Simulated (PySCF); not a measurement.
Computed properties of C₈H₈, SMILES C=c1ccccc1=C

C8H8, SMILES C=c1ccccc1=C. Geometry optimised at ωB97X-D3(BJ)/def2-SVP. The values are those of a single conformer. All values are computed for the isolated molecule unless a solvent is named; none is compared with measurement here.

**Structure.** The optimised structure has C2 symmetry. All 42 harmonic modes at ωB97X-D3(BJ)/def2-SVP (PySCF) are real, so it is a minimum. With heavy atoms numbered as in [CH2:1]=[c:2]1[cH:3][cH:4][cH:5][cH:6][c:7]1=[CH2:8], the shortest bond between them is C3–C4 at 1.347 Å and the longest C2–C7 at 1.496 Å.

**Vibrations.** The strongest infrared lines (harmonic, unscaled, degenerate partners summed) lie at 940 cm⁻¹ (75 km/mol, H 70 %, C 30 %), 3223 cm⁻¹ (22 km/mol, H 91 %, C 9 %), 815 cm⁻¹ (18 km/mol, H 74 %, C 26 %). The softest mode is at 68 cm⁻¹ and the zero-point energy is 84.0 kcal/mol.

**Electronic structure.** B3LYP/def2-TZVP (PySCF) places the frontier levels at -5.55 and -2.19 eV, a gap of 3.36 eV, and gives a dipole moment of 0.13 D. PBE/def2-TZVP (PySCF) at the same geometry gives -4.91 and -2.84 eV, so its gap is 1.29 eV narrower. An orbital gap is neither the optical nor the fundamental gap.

**Excitations.** TDA-CAM-B3LYP/def2-SVPD (PySCF) has S1 at 3.71 eV (335 nm, f = 0.215, bright); the most intense of the 6 singlets computed lies at 3.71 eV (f = 0.21). T1 (TDA) is at 1.67 eV, 2.04 eV under S1. TDA-PBE/def2-SVPD (PySCF) puts S1 at 3.35 eV. No vertical singlet excitation falls in the visible range (under 3.1 eV).

**NMR.** GIAO shifts at HF/pcSseg-1 (PySCF) (non-relativistic, atoms alike by connectivity averaged): ¹³C from 122.9 to 149.5 ppm against TMS; ¹H from 6.0 to 6.7 ppm against TMS.
